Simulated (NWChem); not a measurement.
System meant: C$_{2}$H$_{7}$BO$_{2}$; SMILES CCOBO

Here is an NWChem input.

```
start job
memory heap 200 mb stack 900 mb global 1100 mb
geometry units angstroms noautoz
  B     -0.464288     1.288479     0.299333
  H     -1.145032     2.086561     0.905796
  O      0.761554     1.610560    -0.199255
  H      0.998200     2.524807    -0.024655
  O     -0.964708     0.048323     0.122692
  C     -0.251738    -0.959929    -0.568989
  C      0.617689    -1.766907     0.371201
  H     -1.004886    -1.608426    -1.044407
  H      0.361200    -0.513230    -1.369426
  H      0.016133    -2.189726     1.189956
  H      1.099746    -2.597457    -0.167121
  H      1.408715    -1.139861     0.809334
end
basis spherical
  * library def2-svp
end
dft
  xc b3lyp
  iterations 4
  mulliken
end
task dft energy
```

End of the output:

```
    Atom       Charge   Shell Charges
 -----------   ------   -------------------------------------------------------
    1 B    5     5.17   1.96  0.49  0.25  1.43  0.62  0.42
    2 H    1     1.06   0.65  0.38  0.03
    3 O    8     7.99   1.97  0.84  0.56  2.72  1.88  0.02
    4 H    1     0.90   0.56  0.16  0.18
    5 O    8     8.02   1.97  0.87  0.54  2.76  1.86  0.02
    6 C    6     5.91   1.96  0.58  0.29  1.86  1.07  0.14
    7 C    6     6.06   1.96  0.58  0.30  1.91  1.24  0.07
    8 H    1     0.98   0.66  0.26  0.06
    9 H    1     0.98   0.65  0.26  0.07
   10 H    1     0.97   0.64  0.27  0.06
   11 H    1     0.97   0.64  0.27  0.06
   12 H    1     0.97   0.64  0.27  0.06

 center of mass
 --------------
 x =  -0.05499895 y =   0.12009015 z =  -0.00090483

 moments of inertia (a.u.)
 ------------------
         528.444167941775          -0.000000000000           0.000000000000
          -0.000000000000         185.056809772512          -0.000000000000
           0.000000000000          -0.000000000000         618.569083261706

     Multipole analysis of the density
     ---------------------------------

     L   x y z        total         alpha         beta         nuclear
     -   - - -        -----         -----         ----         -------
     0   0 0 0     -0.000000    -20.000000    -20.000000     40.000000

     1   1 0 0      0.512811      0.256405      0.256405     -0.000000
     1   0 1 0      0.211123      0.105562      0.105562     -0.000000
     1   0 0 1     -0.116749     -0.058374     -0.058374     -0.000000

     2   2 0 0    -24.648523    -52.406469    -52.406469     80.164416
     2   1 1 0      1.715964      2.942305      2.942305     -4.168646
     2   1 0 1      0.982727     -0.055634     -0.055634      1.093996
     2   0 2 0    -18.138887   -151.499930   -151.499930    284.860972
     2   0 1 1      0.619169     -0.388131     -0.388131      1.395432
     2   0 0 2    -23.026849    -28.563590    -28.563590     34.100330

 ------------------------------------------------------------------------
 dft energy failed                                                                                  0
 ------------------------------------------------------------------------
 ------------------------------------------------------------------------
  current input line :
    25: task dft energy
 ------------------------------------------------------------------------
 ------------------------------------------------------------------------
 This type of error is most commonly associated with calculations not reaching convergence criteria
 ------------------------------------------------------------------------
 For more information see the NWChem manual at https://nwchemgit.github.io

0:dft energy failed:Received an Error in Communication
```

Can this run be used? If not, why, and what is the fix?

The run did not converge; its last values are not results. Cause: the SCF was allowed too few iterations. This input runs:
```
start job
memory heap 200 mb stack 900 mb global 1100 mb
geometry units angstroms noautoz
  B     -0.464288     1.288479     0.299333
  H     -1.145032     2.086561     0.905796
  O      0.761554     1.610560    -0.199255
  H      0.998200     2.524807    -0.024655
  O     -0.964708     0.048323     0.122692
  C     -0.251738    -0.959929    -0.568989
  C      0.617689    -1.766907     0.371201
  H     -1.004886    -1.608426    -1.044407
  H      0.361200    -0.513230    -1.369426
  H      0.016133    -2.189726     1.189956
  H      1.099746    -2.597457    -0.167121
  H      1.408715    -1.139861     0.809334
end
basis spherical
  * library def2-svp
end
dft
  xc b3lyp
  iterations 150
  mulliken
end
task dft energy
```
It converges to -255.63552 Ha (B3LYP/def2-SVP).
